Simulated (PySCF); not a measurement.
Calculation: PBE-D3(BJ)/def2-TZVP // r2SCAN-D4/def2-TZVP in PySCF 2.14.0. All species are isolated molecules in the gas phase. 

Reference species (SMILES): `F[SiH]F` (neutral, multiplicity 2).

The dipole moment is 1.24 D.

Changed species: `[SeH]` (radical fragment; the reference has radical fragment).

Give the shifts of the dipole moment.

the dipole moment decreases by 0.69 D, to 0.55 D.
